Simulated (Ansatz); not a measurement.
`[OH][Cu-][P+](F)(F)F`, relaxed with RKS PBE0-D4/def2-TZVP in Ansatz from a GFN2-xTB geometry. The force threshold is 0.005 eV/Å; the program also tests the step.

Total charge 0; spin multiplicity 1.

Start:

```xyz
7

O     2.451    1.220   -0.377
Cu    0.892    0.457   -0.122
P    -1.045   -0.429    0.009
F    -1.722   -0.764    1.403
F    -1.346   -1.853   -0.621
F    -2.335    0.254   -0.605
H     3.104    1.115    0.313
```

| step | energy (eV) | largest force (eV/Å) | largest move (Å) |
| --- | --- | --- | --- |
| 1 | -64132.3372 | 2.860 | 0.000 |
| 2 | -64132.4717 | 1.724 | 0.057 |
| 3 | -64132.4915 | 0.997 | 0.054 |
| 4 | -64132.5268 | 0.286 | 0.059 |
| 5 | -64132.5303 | 0.032 | 0.013 |
| 6 | -64132.5304 | 0.007 | 0.007 |
| 7 | -64132.5305 | 0.024 | 0.022 |
| 8 (rejected) | -64132.5305 | 0.088 | 0.035 |
| 9 (rejected) | -64132.5304 | 0.066 | 0.017 |
| 10 | -64132.5305 | 0.004 | 0.008 |
| 11 | -64132.5306 | 0.044 | 0.030 |
| 12 | -64132.5307 | 0.042 | 0.018 |
| 13 | -64132.5307 | 0.024 | 0.014 |
| 14 | -64132.5308 | 0.027 | 0.021 |
| 15 | -64132.5308 | 0.050 | 0.021 |
| 16 | -64132.5309 | 0.016 | 0.007 |
| 17 | -64132.5309 | 0.003 | 0.009 |
| 18 | -64132.5309 | 0.032 | 0.020 |
| 19 | -64132.5309 | 0.016 | 0.005 |
| 20 | -64132.5309 | 0.002 | 0.007 |
| 21 | -64132.5309 | 0.026 | 0.018 |
| 22 | -64132.5309 | 0.004 | 0.003 |

End:

```xyz
7

O     2.455    1.085   -0.403
Cu    0.848    0.377   -0.173
P    -1.065   -0.455   -0.006
F    -1.596   -0.735    1.422
F    -1.339   -1.836   -0.653
F    -2.272    0.329   -0.578
H     2.970    1.236    0.391
```

It took 3.3 min on 4 threads of a server CPU on a shared host, with 0.68 GiB of host memory at the peak.
